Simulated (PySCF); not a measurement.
Species: C₄F₃O (doublet state).
Structure used (GFN2-xTB), in Å, numbered top down from 1:
```xyz
8
C4F3O angstrom
O      3.3395   -0.1816    0.2686
C      2.1790   -0.2018    0.1702
C      0.9344    0.0382    0.0772
C     -0.3592   -0.3694   -0.0515
F     -0.6727   -1.6856   -0.1431
C     -1.4260    0.4898   -0.0994
F     -1.3053    1.7947   -0.0240
F     -2.6807    0.1251   -0.2225
```

The hyperfine couplings belong to this conformer and change with its torsions.

As a line formula: `O=C=[C]C(F)=C(F)F` [radical].

Level of theory: PySCF 2.14.0, UKS B3LYP, pcH-1 on C F O, non-relativistic, mean-field spin-orbit, GIAO. The structure is a single GFN2-xTB conformer in the gas phase; no vibrational or solvent corrections. A GFN2-xTB geometry isn't a minimum of the functional, and hyperfine couplings can be far from their values at a DFT geometry. No stability test was run, so a lower SCF solution isn't excluded.

Task: Give the principal g shifts and their parts.

Result: 
```json
{"Δg (ppt)": "relativistic mass correction", "1": "-0.23", "2": "-0.23", "3": "-0.23"}
{"Δg (ppt)": "gauge correction", "1": "-0.01", "2": "0.04", "3": "0.05"}
{"Δg (ppt)": "orbital Zeeman/spin–orbit", "1": "-0.09", "2": "2.79", "3": "9.25"}
{"Δg (ppt)": "total", "1": "-0.33", "2": "2.60", "3": "9.07"}
```

So g = 2.00199, 2.00492, 2.01139 and g_iso = 2.00610; the tensor is rhombic: the two nearest values differ by 31 % of g3 − g1. Axes: g1 is normal to the molecular plane, g2 points within 3° of the C6–F7 bond and g3 points within 5° of the O1–C2 bond.

Task: What are the electron Larmor frequencies g μB B/h along the three axes at 330 mT?

Result: 9.2467, 9.2602, 9.2901 GHz for g1, g2 and g3, a range of 43.4 MHz.

Task: What effective moment and Curie constant follow for a powder?

Result: With the mean of g² = 4.0244 and S(S+1) = 0.75: μ_eff = √(⟨g²⟩S(S+1)) = 1.737 μB and χT = 0.12505·⟨g²⟩·S(S+1) = 0.377 cm³ K/mol (cgs; spin-Hamiltonian part alone).

Task: Average each term over the three axes. Which is largest in size?

Result: The orbital-Zeeman/spin–orbit term 3.98, the mass correction -0.23 and the gauge correction 0.03 ppt, for a total of 3.78 ppt. The orbital-Zeeman/spin–orbit term is the largest in size. The mass correction is the same along every axis, so the anisotropy comes from the other two: their spans along these axes are 0.06 (gauge) and 9.34 ppt (orbital Zeeman/spin–orbit).

Task: In a frozen sample, at which fields do the three g values resonate at 9.5, 34, 94 and 263 GHz (hyperfine left aside), and which band first spreads them over more than twice a line width of 1.0 mT?

Result: 
```json
{"band": "X", "GHz": "9.5", "B(g3) mT": "337.45", "B(g2) mT": "338.54", "B(g1) mT": "339.04", "spread mT": "1.58"}
{"band": "Q", "GHz": "34.0", "B(g3) mT": "1207.73", "B(g2) mT": "1211.63", "B(g1) mT": "1213.41", "spread mT": "5.67"}
{"band": "W", "GHz": "94.0", "B(g3) mT": "3339.03", "B(g2) mT": "3349.81", "B(g1) mT": "3354.71", "spread mT": "15.68"}
{"band": "J", "GHz": "263.0", "B(g3) mT": "9342.17", "B(g2) mT": "9372.34", "B(g1) mT": "9386.05", "spread mT": "43.87"}
```

The spread grows in proportion to the frequency. Q band is the first where it exceeds 2.0 mT.

Largest spin populations (Mulliken): C6 (+0.41), C3 (+0.40), O1 (+0.21) and C4 (-0.11). Three atoms exceed +0.15.

The HOMO–LUMO gaps are 5.52 eV among the α and 2.89 eV among the β orbitals.

Hardware: an Arm Neoverse V1 with one thread, no GPU, shared host. Cost: 34 s wall (with the writing of density and orbital grids), 0.76 GiB resident at most.
